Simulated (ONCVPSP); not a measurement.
**Ba (Z = 56): one change to an ONCV potential, before and after**

* Element: barium
* Generator: ONCVPSP 4.0.1
* Type: optimised norm-conserving Vanderbilt (ONCV)
* Functional: PBE
* Relativity: scalar-relativistic
* Frozen core: [Kr] 4d10
* Valence charge: 10
* Reference configuration: 5s2 5p6 6s2
* Partial waves: 5s+6s: rc 2.45 bohr, ncon 4, nbas 9, qcut 5.7 1/bohr, 2 projectors; 5p: rc 2.55 bohr, ncon 4, nbas 8, qcut 6.8 1/bohr, 2 projectors, debl 3.3 Ha; d scattering state at 0.19 Ha: rc 2.45 bohr, ncon 3, nbas 6, qcut 3.6 1/bohr, 2 projectors, debl 2.1 Ha
* Local potential: polynomial inside 1.85 bohr (lpopt 1, dvloc0 2 Ha)
* Core correction: Teter function, fcfact 5, rcfact 1.65

In the d channel the program set the typed energies aside and used 0.050, 2.150 Ha.

Change: core correction Teter function, fcfact 3.4, rcfact 1.65.

Cutoffs: the cutoffs (Ha) at which the residual kinetic energy of the hardest occupied pseudo-wave falls to 1 and 0.1 mHa per electron; they do not see the model core or the augmentation charge, which bear on the density cutoff. Errors are all-electron minus pseudo energies relative to the spin-unpolarised reference configuration.

Q: How do hardness, ghosts and transferability respond?

A: The potential gets neither clearly harder nor softer (11 Ha and 14 Ha → 11 Ha and 14 Ha); of the 4 tests that both files solve, the error grows in 0 and shrinks in 3 by more than 15 % and 0.3 meV (median size 9.6 → 7.1 meV); neither file shows a bound ghost. A model core, the more so a compact one, raises the density cutoff, which this test does not measure.

```csv
quantity,base,changed
"cutoff, loose",11 Ha,11 Ha
"cutoff, tight",14 Ha,14 Ha
bound ghosts,none,none
GHOST(+) flags under 300 eV,none,none
"error for 5s2 5p6 6s1, meV [ΔE 5.36 eV]",-2.0,-1.6
"error for 5s2 5p6 6s0, meV [ΔE 15.34 eV]",-17,-13
"error for 5s2 5p6 6s1.5, meV [ΔE 2.14 eV]",-0.4,-0.4
"error for 5s2 5p6 5d1 6s0, meV [ΔE 6.04 eV]",-18,-15
s: phases at 2.49 bohr within 0.05 rad from the reference energy up to (Ha; the scan ends near 5),4.6,4.6
p: phases at 2.58 bohr within 0.05 rad from the reference energy up to (Ha; the scan ends near 5),to the end of the scan,to the end of the scan
d: phases at 2.49 bohr within 0.05 rad from the reference energy up to (Ha; the scan ends near 5),to the end of the scan,to the end of the scan
"rms error of d²Exc/dni dnj with the model core, mHa",4.00,2.78
```
